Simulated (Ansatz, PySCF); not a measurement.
Molecule: H$_{5}$S, charge 0, multiplicity 2. 
Geometry from a B3LYP-D3(BJ)/def2-TZVP (Ansatz, a first-principles code) optimisation:
```
S
H 1 1.3459
H 1 1.4814 2 89.03
H 1 1.4814 2 89.03 3 -90.00
H 1 1.4814 2 89.03 3 -180.00
H 1 1.4814 2 89.03 3 90.00
```
Charge 0, spin multiplicity 2.

Quantity: atomisation energy (electronic, to ground-state atoms), in kcal/mol. Valence correlation only, unless marked. UHF or UKS for open shells. No spin-orbit coupling. No relativistic terms. The coupled-cluster limit lacks core correlation, which all-electron functionals hold. Basis-set limits of correlation are two-point, X^-3; Hartree-Fock from the larger set. [CCSD(T)-MP2]/basis is that difference in the basis named.

```tsv
level	program	atomisation energy (kcal/mol)
BLYP-D4/def2-TZVPD	Ansatz + dftd4	238.0
revPBE/def2-TZVPD	Ansatz	230.3
M06-L/def2-TZVPD	PySCF	229.0
r2SCAN-D3(BJ)/def2-TZVPD	Ansatz + dftd3	237.9
B97M-V/def2-TZVPD	Ansatz	240.0
r2SCANh/def2-TZVPD	Ansatz	235.0
LC-wPBE-D3(BJ)/def2-TZVPD	Ansatz + dftd3	220.0
RI-MP2/cc-pV(T+d)Z	Ansatz	209.2
RI-MP2/def2-QZVPP	Ansatz	215.2
SCS-MP2/cc-pV(T+d)Z	Ansatz	215.9
SCS-MP2/def2-QZVPP	Ansatz	222.2
CCSD/cc-pV(T+d)Z	Ansatz	216.8
CCSD/def2-TZVPP	Ansatz	217.2
RI-MP2/CBS(def2-TZVPP,def2-QZVPP)+[CCSD(T)-MP2]/def2-TZVPP	Ansatz	229.9
CCSD(T)/CBS(cc-pV(T+d)Z,cc-pV(Q+d)Z)	Ansatz	229.4
```
